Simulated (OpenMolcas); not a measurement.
## Kr6+: effect of the active space

```json
{
  "Program": "OpenMolcas",
  "Method": "XMS-CASPT2 or its RAS form, IPEA 0.25 Eh, imaginary shift 0.1 Eh",
  "Basis": "ANO-RCC-VTZP",
  "Scalar Hamiltonian": "DKH2, point nucleus",
  "Spin-orbit coupling": "RASSI with atomic mean-field integrals over the reference wave functions, term energies averaged over their components"
}
```

A. 2 electrons in 4 orbitals (4s 4p); 2S+1 = 3 even, 3 roots; 2S+1 = 1 even, 7 roots (6 in the spin-orbit step); 2S+1 = 3 odd, 3 roots; 2S+1 = 1 odd, 3 roots; closed shells correlated: 3d; CASPT2 step roughly 1.1 core-seconds
B. 2 electrons in 8 orbitals (4s 4p 5s 5p); 2S+1 = 3 even, 3 roots; 2S+1 = 1 even, 6 roots; 2S+1 = 3 odd, 3 roots; 2S+1 = 1 odd, 3 roots; closed shells correlated: 3d; CASPT2 step of the order of 2 core-seconds
C. 2 electrons in 9 orbitals (RAS2 4s 4p; RAS3 4d, at most 2 electrons); 2S+1 = 3 even, 3 roots; 2S+1 = 1 even, 7 roots; 2S+1 = 3 odd, 3 roots; 2S+1 = 1 odd, 3 roots; closed shells correlated: 3d; CASPT2 step about 3 core-seconds

Energies in cm-1 above 4s2 1S0, the measured ground level; measured values from Saloman, J. Phys. Chem. Ref. Data 36, 215 (2007).

```csv
Level,A,B,C,Measured
4s2 1S0,0.0,0.0,0.0,0.0
4s 4p 3P* 0,115260,115220,115130,117390
4s 4p 3P* 1,117810,117760,117660,120095
4s 4p 3P* 2,123670,123620,123510,126553
4s 4p 1P* 1,173470,173330,172850,170835
```

Deviations, from unrounded energies. A percentage is the sum of absolute deviations over the sum of measured energies, with the sign that they share, or ± where signs differ.

```
           Against measurement  Levels     A     B     C
mean absolute deviation (cm-1)       4  2500  2500  2400
      other configurations (%)       4  ±1.9  ±1.9  ±1.8
```

A, B, C lie about equally close to measurement. The largest miss of C in the table is 4s 4p 3P* 2, by -3000 cm-1. The ranking rests on the paired levels alone, and a cruder setting can come out closer through cancelling errors.

Among A to C the level of the table that moves most is 4s 4p 1P* 1, by 620 cm-1 (lowest in C, highest in A). Moves below CASPT2's spread within the term are not significant.

Over all roots computed the reference weight is 0.86 to 0.99 in A, 0.85 to 1.00 in B; the roots of lowest weight are the least certain, and an intruder state may touch them. Some high roots are left out of the spin-orbit mixing, which shifts the levels that they would mix with (holds for A). Active for correlation alone: 5p 5s; no level in the range computed is led by a configuration that fills them, so any true level of that kind is missing (holds for B). Active for correlation alone: 4d; no level in the range computed is led by a configuration that fills it, so any true level of that kind is missing (holds for C). Computed and measured levels are paired by configuration, term and J; levels that our copy of the source lacks, or whose pairing is in doubt (as where it misses far off the trend of its configuration), stay unpaired and out of the deviations. Levels of configurations outside the active space are missing. Levels that lie high or do not pair safely by name in every column are left out.

* marks odd parity.
